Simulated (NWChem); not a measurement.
System: C$_{4}$H$_{5}$BO; SMILES C1OCB1C#C

```xyz
11

C      0.0000     0.0000     2.8932
C      0.0000     0.0000     1.6736
B      0.0000     0.0000     0.1663
C      0.0000    -1.0574    -1.0058
O      0.0000     0.0000    -1.9734
C      0.0000     1.0574    -1.0058
H      0.0000     0.0000     3.9692
H      0.8916    -1.7097    -1.0862
H     -0.8916    -1.7097    -1.0862
H     -0.8916     1.7097    -1.0862
H      0.8916     1.7097    -1.0862
```
Atoms are numbered in this order, from 1.

Program: NWChem. Structure relaxed at the PBE0/def2-SVP level.

Q: What does the run give for PBE0/def2-SVP? Quantities: highest occupied level (eV); orbital gap (eV); dipole (D).

A: The highest occupied level (eV) comes out as -7.15 and the orbital gap (eV) comes out as 5.11. The dipole (D) comes out as 2.45.
